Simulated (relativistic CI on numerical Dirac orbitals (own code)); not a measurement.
Method of calculation: Dirac-Coulomb-Breit CI, orbitals from a KLI potential per configuration, model QED (radiative potential, 1s self-energy scaled to tabulated hydrogen-like ionisation energies), unscaled Slater integrals (own radial code, finite nucleus).

Configurations in the expansion (outside the closed core 1s2): 2s2 2p, 2s 2p2, 2p3, 2p2 3s, 2p2 3p, 2p2 3d, 2s2 3s, 2s2 3p, 2s2 3d, 2s 2p 3s, 2s 2p 3p, 2s 2p 3d, 2s2 4s, 2s2 4p, 2s2 4d, 2s2 4f, 2s 2p 4s, 2s 2p 4p, 2s 2p 4d, 2s 2p 4f, 2s2 5s, 2s2 5p, 2s2 5d, 2s2 5f, 2s2 5g, 2s 3s2, 2s 3s 3p, 2s 3s 3d, 2s 3p2, 2s 3p 3d, 2s 2p 5s, 2s 2p 5p, 2p 3s2, 2s 2p 5d, 2s 2p 5f, 2s 2p 5g. Levels of other configurations are missing.

At this charge energies of transitions that change n are usually good to better than 1 %, and those within a shell (Δn = 0) to a few per cent.

Outline of the computed level scheme of Ru XL. Lowest level of each configuration: 2s2 2p 2P°_1/2 at 0.00 eV; 2s 2p2 4P_1/2 at 119.46 eV; 2p3 2P°_3/2 at 430.44 eV; 2s2 3s 2S_1/2 at 3281.74 eV; 2s2 3p 2P°_1/2 at 3325.05 eV; 2s 2p 3s 4P°_1/2 at 3366.20 eV; 2s2 3d 2D_3/2 at 3402.98 eV; 2s 2p 3p 4D_1/2 at 3403.02 eV; 2s 2p 3d 4F°_3/2 at 3479.10 eV.

Some strong electric-dipole decays among the lowest 43 levels: 2s 2p 3d 4D°_1/2 → 2s 2p2 4P_1/2 (2.8e+14 s⁻¹); 2s2 3d 2D_3/2 → 2s2 2p 2P°_1/2 (1.9e+14 s⁻¹); 2s2 3d 2D_5/2 → 2s2 2p 2P°_3/2 (1.8e+14 s⁻¹); 2s 2p 3d 4D°_3/2 → 2s 2p2 4P_1/2 (1.8e+14 s⁻¹); 2s 2p 3d 4F°_7/2 → 2s 2p2 4P_5/2 (1.5e+14 s⁻¹); 2s 2p 3d 4P°_5/2 → 2s 2p2 4P_3/2 (1.3e+14 s⁻¹); 2s 2p 3d 2F°_5/2 → 2s 2p2 2D_3/2 (1.3e+14 s⁻¹); 2s 2p 3d 2D°_3/2 → 2s 2p2 2P_1/2 (1.2e+14 s⁻¹).

LS names give the leading component of a level, which can be under half, so a name can repeat, a term be missing and a line seem to break the LS rules.
